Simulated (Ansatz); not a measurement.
One change: `CCCCCSCCCCC` becomes `CCCCCS`.

Ansatz, PBE0-D4/def2-TZVP geometries, multiplicity 1. Each molecule was computed in one conformer, which needn't be the lowest.

| property | `CCCCCSCCCCC` |
| --- | --- |
| LUMO energy (ωB97M-V/def2-TZVPP) / eV | 2.47 |
| HOMO energy (B3LYP/def2-TZVPP) / eV | -5.91 |
| HOMO energy (PBE/def2-TZVPP) / eV | -4.94 |
| LUMO energy (PBE/def2-TZVPP) / eV | 0.04 |
| size of the dipole moment (ωB97M-V/def2-TZVPP) / D | 1.47 |
| HOMO–LUMO gap (ωB97M-V/def2-TZVPP) / eV | 10.84 |

What does the change do to each property? (Best estimate.)

Ansatz gave: 
```tsv
property	`CCCCCS`	shift
LUMO energy (ωB97M-V/def2-TZVPP) / eV	2.23	-0.24
HOMO energy (B3LYP/def2-TZVPP) / eV	-6.49	-0.58
HOMO energy (PBE/def2-TZVPP) / eV	-5.49	-0.55
LUMO energy (PBE/def2-TZVPP) / eV	-0.36	-0.40
size of the dipole moment (ωB97M-V/def2-TZVPP) / D	1.54	0.07
HOMO–LUMO gap (ωB97M-V/def2-TZVPP) / eV	11.22	0.38
```

With PBE0 the HOMO falls by 0.59 eV and the LUMO falls by 0.40 eV, so the gap widens by about 0.19 eV. PBE moves the HOMO by -0.55 eV and ωB97M-V by -0.61 eV. Dipoles are sizes alone; their direction can turn.

B3LYP here is the variant with VWN-RPA as its local correlation; programs differ in this.
